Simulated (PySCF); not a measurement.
# Spinor energies of Zr (zirconium, neutral)

Start: [Kr] 4d3 5s1; 4d5/2 filled at m_j = +1/2, +3/2, +5/2; 5s1/2 filled at m_j = +1/2. Calculated with PySCF 2.14 in x2c-TZVPall-2c (8s9p7d1f, 77 functions): generalised Hartree-Fock with the X2C-1e Hamiltonian and a Gaussian nucleus; one run each with spin-orbit coupling (SO) switched off, then screened by Boettger's factors. This is a chosen level, not necessarily the ground level.

```json
{"spinor shell": "1s1/2", "electrons": "2", "ε, spin-free (eV)": "-18095.3", "ε, screened SO (eV)": "-18094.5", "weight of nominal j (screened SO)": "1.000", "rms radius, screened SO (bohr)": "0.0426"}
{"spinor shell": "2s1/2", "electrons": "2", "ε, spin-free (eV)": "-2576.7", "ε, screened SO (eV)": "-2576.6", "weight of nominal j (screened SO)": "1.000", "rms radius, screened SO (bohr)": "0.176"}
{"spinor shell": "2p1/2", "electrons": "2", "ε, spin-free (eV)": "-2291.4", "ε, screened SO (eV)": "-2350.6", "weight of nominal j (screened SO)": "1.000", "rms radius, screened SO (bohr)": "0.154"}
{"spinor shell": "2p3/2", "electrons": "4", "ε, spin-free (eV)": "-2291.4", "ε, screened SO (eV)": "-2263.5", "weight of nominal j (screened SO)": "1.000", "rms radius, screened SO (bohr)": "0.158"}
{"spinor shell": "3s1/2", "electrons": "2", "ε, spin-free (eV)": "-451.15", "ε, screened SO (eV)": "-451.13", "weight of nominal j (screened SO)": "1.000", "rms radius, screened SO (bohr)": "0.488"}
{"spinor shell": "3p1/2", "electrons": "2", "ε, spin-free (eV)": "-355.47", "ε, screened SO (eV)": "-365.33", "weight of nominal j (screened SO)": "1.000", "rms radius, screened SO (bohr)": "0.489"}
{"spinor shell": "3p3/2", "electrons": "4", "ε, spin-free (eV)": "-355.47", "ε, screened SO (eV)": "-350.85", "weight of nominal j (screened SO)": "1.000", "rms radius, screened SO (bohr)": "0.499"}
{"spinor shell": "3d3/2", "electrons": "4", "ε, spin-free (eV)": "-198.31", "ε, screened SO (eV)": "-199.82", "weight of nominal j (screened SO)": "0.991", "rms radius, screened SO (bohr)": "0.493"}
{"spinor shell": "3d5/2", "electrons": "6", "ε, spin-free (eV)": "-198.31", "ε, screened SO (eV)": "-197.32", "weight of nominal j (screened SO)": "0.994", "rms radius, screened SO (bohr)": "0.497"}
{"spinor shell": "4s1/2", "electrons": "2", "ε, spin-free (eV)": "-65.387", "ε, screened SO (eV)": "-65.409", "weight of nominal j (screened SO)": "1.000", "rms radius, screened SO (bohr)": "1.31"}
{"spinor shell": "4p3/2", "electrons": "4", "ε, spin-free (eV)": "-38.211", "ε, screened SO (eV)": "-37.411", "weight of nominal j (screened SO)": "0.876", "rms radius, screened SO (bohr)": "1.49"}
{"spinor shell": "4p1/2", "electrons": "2", "ε, spin-free (eV)": "-38.211", "ε, screened SO (eV)": "-39.969", "weight of nominal j (screened SO)": "0.752", "rms radius, screened SO (bohr)": "1.48"}
{"spinor shell": "4d5/2", "electrons": "3", "ε, spin-free (eV)": "-6.563", "ε, screened SO (eV)": "-6.552", "weight of nominal j (screened SO)": "0.784", "rms radius, screened SO (bohr)": "2.67"}
{"spinor shell": "5s1/2", "electrons": "1", "ε, spin-free (eV)": "-5.924", "ε, screened SO (eV)": "-5.933", "weight of nominal j (screened SO)": "0.997", "rms radius, screened SO (bohr)": "4.31"}
```

```
   quantity    spin-free  screened SO
E (hartree)  -3596.00559  -3596.35049
        M_J            5            5
       ⟨J²⟩       30.012       30.012
       ⟨L²⟩       12.008       12.027
       ⟨S²⟩        6.004        6.007
```

Each row is a mean over spinors that exchange with the open shell spreads, by up to 4.930 eV (4p3/2).

Rows whose weight is well below 1 are mixtures of j = l ± 1/2: exchange outweighs spin-orbit coupling there, and the label is only the starting occupation.

Breit and QED terms are absent; they matter most for the inner s and p1/2 levels.

Densities and radii are taken from the X2C orbitals without a picture-change correction, which distorts them close to the nucleus.

Without spin-orbit coupling the j labels of p, d and f shells carry no meaning; the spin-free column gives the mean over the occupied spinors of each nl shell.
